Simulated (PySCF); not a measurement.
Planning a shielding job on C4H6AlF3N2.

Method: GIAO PBE0/pcSseg-1 NMR shielding, non-relativistic, gas phase (PySCF 2.14.0, density-fitted response routines). Geometry: GFN2-xTB. Work: shieldings, ring-centre shieldings, charges and field gradients, density and orbital grids written, density fitting. The command runs a driver script over a list of jobs; the input below is this job's line of settings and its coordinates in Å.

Command:
```bash
OMP_NUM_THREADS=1 python probes_run.py task.json out
```

Input:
```
{"job": {"kind": "nmr", "xc": "PBE0", "basis": "pcSseg-1"}, "charge": 0, "multiplicity": 1}
F      1.832869     0.701811    -1.356014
C      2.849427    -0.034397    -0.745539
F      3.968830     0.148557    -1.419496
C      2.451444    -0.708326     0.322246
F      3.329567    -1.456335     1.005462
Al     0.564048    -0.022052     0.066578
N     -0.291623     1.207947     0.997344
C     -1.582246     0.559558     1.251103
C     -1.991800    -0.305611     0.048193
N     -0.812200    -0.953646    -0.527498
H     -0.172342     2.046137     1.542534
H     -2.362669     1.304477     1.433812
H     -1.520529    -0.087227     2.134204
H     -2.482004     0.332481    -0.696393
H     -2.721341    -1.050673     0.385036
H     -1.067029    -1.673756    -1.185497
```

Hardware: one thread, Arm Neoverse N1 (aarch64), shared host with 64 logical CPUs at a one-minute load of 61. PySCF's memory limit was set to 1040 MB.

The basis has 207 functions.

**Question.** How long does the run take?

**Answer.** About 83 s. The SCF took 14 cycles.

**Question.** Estimate the peak memory.

**Answer.** About 0.91 GiB. Peak memory is the resident size of the whole Python process, interpreter and libraries included.

**Question.** At this speed, how long would 100 such jobs take on 8 cores, one job a core?

**Answer.** 100/8 gives 13 rounds of 83 s, about 18 min of wall time and 2.3 core-hours, if the jobs don't slow each other.

The SCF part of the output:
```
coarse grid: 15072 points
cycle   1  E = -806.4808892851  dE =  1.640e+00  |g| = 8.916e-01  |ddm| = 3.776e+00
cycle   2  E = -806.2488660454  dE =  2.320e-01  |g| = 1.409e+00  |ddm| = 1.549e+00
cycle   3  E = -806.6384001664  dE = -3.895e-01  |g| = 1.043e-01  |ddm| = 1.020e+00
cycle   4  E = -806.6394740306  dE = -1.074e-03  |g| = 7.473e-02  |ddm| = 1.220e-01
cycle   5  E = -806.6404923098  dE = -1.018e-03  |g| = 1.324e-02  |ddm| = 6.317e-02
cycle   6  E = -806.6405241501  dE = -3.184e-05  |g| = 5.938e-03  |ddm| = 1.226e-02
cycle   7  E = -806.6405315667  dE = -7.417e-06  |g| = 7.682e-04  |ddm| = 4.158e-03
final grid: 145752 points
cycle   8  E = -806.7147037187  dE = -4.539e-05  |g| = 9.365e-03  |ddm| = 2.334e-02
cycle   9  E = -806.7146866527  dE =  1.707e-05  |g| = 1.353e-02  |ddm| = 1.570e-02
cycle  10  E = -806.7147224788  dE = -3.583e-05  |g| = 1.011e-03  |ddm| = 8.875e-03
cycle  11  E = -806.7147226530  dE = -1.742e-07  |g| = 3.665e-04  |ddm| = 8.940e-04
cycle  12  E = -806.7147226795  dE = -2.649e-08  |g| = 1.232e-04  |ddm| = 3.517e-04
cycle  13  E = -806.7147226827  dE = -3.185e-09  |g| = 4.119e-05  |ddm| = 1.229e-04
cycle  14  E = -806.7147226831  dE = -3.756e-10  |g| = 7.917e-06  |ddm| = 3.668e-05
converged SCF energy = -806.7147226831
```

On the final grid dE counts from the start density on that grid.

The host was shared with other jobs, so the times are rough.
